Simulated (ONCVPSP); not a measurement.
u(r) = r·R(r): atom against pseudo-atom (iridium)

Columns: radius, all-electron u(r) and pseudo u(r) of the 5p shell (level -51.01 eV) of iridium in the configuration [Kr] 4d10 4f14 5s2 5p6 5d7 6s2; revPBE, non-relativistic, ONCV scheme, ONCVPSP 4.0.1.

| r (bohr) | all-electron | pseudo |
| --- | --- | --- |
| 0.093 | 0.1224 | 0.0188 |
| 0.185 | 0.2755 | 0.0732 |
| 0.278 | -0.3194 | 0.1614 |
| 0.370 | -0.5743 | 0.2759 |
| 0.463 | -0.3947 | 0.4112 |
| 0.555 | -0.0182 | 0.5543 |
| 0.648 | 0.3764 | 0.6963 |
| 0.740 | 0.6924 | 0.8223 |
| 0.833 | 0.9108 | 0.9245 |
| 0.925 | 1.0335 | 0.9934 |
| 1.018 | 1.0804 | 1.0265 |
| 1.110 | 1.0706 | 1.0241 |
| 1.203 | 1.0223 | 0.9903 |
| 1.295 | 0.9512 | 0.9328 |
| 1.388 | 0.8669 | 0.8582 |
| 1.480 | 0.7792 | 0.7759 |
| 1.573 | 0.6913 | 0.6905 |
| 1.665 | 0.6085 | 0.6084 |
| 1.758 | 0.5310 | 0.5310 |
| 1.850 | 0.4612 | 0.4612 |
| 1.943 | 0.3981 | 0.3981 |
| 2.035 | 0.3428 | 0.3428 |
| 2.128 | 0.2938 | 0.2938 |
| 2.220 | 0.2515 | 0.2515 |
| 2.313 | 0.2144 | 0.2144 |
| 2.405 | 0.1827 | 0.1827 |

(1) How many radial nodes do the two functions have?

(2) At about which radius was the pseudo-wave matched?

(3) Where does each function peak?

(4) Is the pseudo-wave norm-conserving?

Answers

(1) The all-electron 5p function has n − l − 1 = 3 (the table is too coarse to show those close to the nucleus); the pseudo-wave has 0, since the states of the same l below it are removed with the core.

(2) 1.85 bohr. The columns agree to 0.0005 from 1.67 bohr on; several derivatives are matched, so the curves merge somewhat inside the radius.

(3) Outermost all-electron maximum near 1.02 bohr, pseudo maximum near 1.02 bohr (to the table’s step).

(4) Yes: the ONCV scheme keeps the norm inside the radius equal to the all-electron one, which fixes the energy derivative of the logarithmic derivative at the level.
